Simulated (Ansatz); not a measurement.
Job for Ansatz (an electronic-structure program): U-PBE/def2-TZVPP on LaC, 2S+1 = 2, a spin state set in the input, which need not be the lowest, a point of a bond scan (R = 1.987 Å). Elements past Kr take the def2 small-core potentials; no spin–orbit coupling.

Ansatz 0.2 input:
```yaml
crystal:
  periodic: [false, false, false]
  atoms:
    - {symbol: La, position_ang: [0.00000000, 0.00000000, 0.00000000]}
    - {symbol: C, position_ang: [0.00000000, 0.00000000, 1.98687800]}
basis:
  gaussian:
    orbitals: def2-TZVPP
    pivot_positions_ang: [[0.00000000, 0.00000000, 0.00000000], [0.00000000, 0.00000000, 1.98687800]]
hamiltonian:
  xc: {name: PBE}
magnetization: {spin_polarized: true, initial_magnetization: 1}
output: {forces: true, orbitals: {seedname: ./end}}
```

The head of its log:

```
WARN ansatz: RAYON_NUM_THREADS=1 ignored (pool sized by the plan → 1); use --threads N
Functional definition: PBE
integrals: 0.02 GiB planned
485 factors; their error is unknown
mean field: 0.25 GiB planned
mean field evaluation 1: about -1867.2051 eV, gradient 6.4e1 eV
mean field evaluation 2: about -1703.4272 eV, gradient 1.0e2 eV
```

What total energy does the run end on?

-69.4639 hartree.
